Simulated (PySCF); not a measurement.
Positional isomers: styrene silyl+mercapto. All species are isolated molecules in the gas phase. One relaxed conformer stands for each flexible species; it need not be the lowest. Strings in code marks are SMILES.

Level of theory: PBE-D3(BJ)/def2-TZVP // B3LYP-D3(BJ)/def2-SVP (PySCF 2.14.0). Delta-SCF ions had no search for a lower state. Excitations are Tamm–Dancoff values on a coarser integration grid. The basis has no diffuse functions, so Rydberg states are missing or too high.

```csv
species,vertical ionisation energy (Delta-SCF) (eV),T1 excitation (TDA) (eV),HOMO (eV),S1 oscillator strength,brightest of the four lowest singlets (TDA) (eV)
"`C=C(S)c1ccccc1[SiH3]` (C–C–S–H torsion 8°, S–C–C–C torsion 60°)",8.01,3.25,-5.51,0.019,–
"`C=C([SiH3])c1ccc(S)cc1` (Si–C–C–C torsion -148°, C–C–S–H torsion -2°)",7.61,2.89,-5.32,0.296,3.88
"`c1ccc(c(S)c1)C([SiH3])=C` (Si–C–C–C torsion -98°, C–C–S–H torsion 22°)",7.90,3.42,-5.41,0.013,4.87
"`C=Cc1c([SiH3])cccc1S` (C–C–C–C torsion -133°, C–C–S–H torsion 16°)",7.81,2.98,-5.36,0.029,4.77
"`C=Cc1cc(S)cc(c1)[SiH3]` (C–C–C–C torsion -180°, C–C–S–H torsion 1°)",7.83,2.95,-5.50,0.027,4.57
"`c1c([SiH3])cc(c(S)c1)C=C` (C–C–C–C torsion 34°, C–C–S–H torsion 38°)",7.93,3.08,-5.61,0.035,4.93
"`c1(S)ccc(cc1[SiH3])C=C` (C–C–C–C torsion 0°, C–C–S–H torsion -24°)",7.61,2.76,-5.36,0.116,4.12
"`C=Cc1ccc([SiH3])c(S)c1` (C–C–C–C torsion 1°, C–C–S–H torsion -147°)",–,2.91,-5.59,0.022,4.63
```
